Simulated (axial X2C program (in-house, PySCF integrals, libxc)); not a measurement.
# Correcting the dissociation energy of TiN⁺ for spin–orbit coupling

A spin-free PBE0 curve (one-electron X2C) was computed with an in-house all-electron X2C program for linear molecules (integrals from PySCF), basis Ti dyall-cv3z [10s10p6d4f2g], N dyall-av3z [7s7p3d2f] (cores contracted in-house), for the state M_S = 0, Λ = 0 (closed shell). It gives D0 = 4.659 eV to Ti+ + N, which in a spin-free picture are the weighted means of the ground terms.

Measured levels of the ground terms (NIST Handbook of Basic Atomic Spectroscopic Data), in cm⁻¹: Ti+ 4F: J = 3/2 at 0, J = 5/2 at 94.1, J = 7/2 at 225.7, J = 9/2 at 393.4; N 4S: J = 3/2 at 0.

The molecular state has Λ = 0, so it has no first-order lowering.

Task: How far does each ground level lie under the (2J+1)-weighted mean of its term?

Result: Ti+: (4 × 0 + 6 × 94.1 + 8 × 225.7 + 10 × 393.4)/28 = 225 cm⁻¹; N: a single level, 0.

Task: Correct D0.

Result: D0 = 4.659 + (0 − 225)/8065.5 = 4.631 eV at PBE0 with these spin–orbit terms.

Second-order spin–orbit effects in the molecule, which grow quickly with Z, are left out. The state is a single determinant with fixed occupations, the lowest that a limited PBE0 search found. Dissociation energies refer to the lowest single-determinant-based atoms at the same level and basis. Without a current term, density functionals place determinants with orbital angular momentum somewhat too high.
